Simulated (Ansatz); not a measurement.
Reaction (ligand exchange at the In–O bond): `N=C(O)[O][InH2]` + silanol → `[SiH3][O][InH2]` + `N=C(O)O`

Program: Ansatz. Geometries: PBE0-D4/def2-TZVP. ΔE: electronic, gas phase. CBS: MP2 limit from def2 TZ/QZ plus the TZ coupled-cluster correction, frozen cores. Functionals use def2-TZVPP. def2 core potentials past Kr. For In outer-core shells are correlated without core-valence functions, which leaves a few kJ/mol of doubt a bond. Each species was taken in one conformer, which may not be the lowest.

| level | ΔE (kJ/mol) | difference from CCSD(T)/CBS |
| --- | --- | --- |
| PBE-D4 | -3.3 | -1.2 |
| revPBE-D4 | -2.1 | 0.0 |
| BLYP-D4 | -2.4 | -0.3 |
| r2SCAN0-D4 | -4.6 | -2.5 |
| CAM-B3LYP-D4 | -3.8 | -1.7 |
| B2PLYP | -4.6 | -2.5 |
| PBE-QIDH | -4.6 | -2.5 |
| r2SCAN | -5.1 | -3.0 |
| MP2/def2-SVP | -13.2 | -11.1 |
| HF/def2-TZVPP | -6.3 | -4.2 |
| CCSD(T)/CBS | -2.1 | 0 |

Largest T1 diagnostic among the species: 0.016.

At CCSD(T), def2-SVP lies −9.8 kJ/mol from the extrapolated value and def2-TZVPP −1.8 kJ/mol. Leaving LDA and LC-ωPBE aside and taking each functional with its dispersion term where it has one, the values, not all of them listed here, spread over 5.1 kJ/mol, from B97M-V to revPBE-D4.
